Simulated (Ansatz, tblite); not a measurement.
Forces on VOCl3 (VCl3O) at its PBE0-D4/def2-SVP geometry. The state is a singlet with charge 0.

The xTB rows come from tblite. B3LYP takes the VWN-RPA correlation. The restricted singlet is unstable towards broken spin symmetry in Hartree–Fock (as tested in another run); at B3LYP-D4/def2-TZVP this wasn't settled.

GFN1-xTB (tblite), largest force 0.34 eV/Å:

```xyz
5
positions Å, forces eV/Å
V    -0.037   -0.079   -0.007    0.055    0.119    0.011
O    -0.679   -1.459   -0.133   -0.143   -0.306   -0.028
Cl   -1.029    0.964    1.558    0.149    0.020   -0.137
Cl   -0.279    0.927   -1.865    0.078    0.023    0.187
Cl    2.023   -0.354    0.447   -0.140    0.145   -0.032
```

GFN2-xTB (tblite), largest force 1.39 eV/Å:

```
V 0.232 0.499 0.045
O 0.163 0.349 0.032
Cl 0.718 -0.586 -1.040
Cl 0.215 -0.561 1.257
Cl -1.329 0.299 -0.294
```

B3LYP-D4/def2-TZVP (Ansatz), largest force 1.64 eV/Å:

```
V 0.515 1.107 0.101
O -0.691 -1.485 -0.135
Cl -0.156 0.202 0.267
Cl -0.029 0.196 -0.312
Cl 0.360 -0.021 0.079
```
